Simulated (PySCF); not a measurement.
Cartesian coordinates (Å):
```xyz
5

Ti     0.0041     0.0042    -0.0012
Br    -1.9737     0.3626     1.1717
Br     1.3969     1.8534     0.2390
Br     1.0719    -1.8847     0.8403
Br    -0.4794    -0.3161    -2.2550
```
Charge 0, multiplicity 1.

Predict the LUMO, HOMO and charge on the central atom (meta-Löwdin) from TPSSh-D3(BJ)/def2-TZVP // BP86-D3(BJ)/def2-SVP (PySCF 2.14.0).


* **LUMO**: -4.26 eV
* **HOMO**: -8.15 eV
* **charge on the central atom (meta-Löwdin)**: 1.05 e
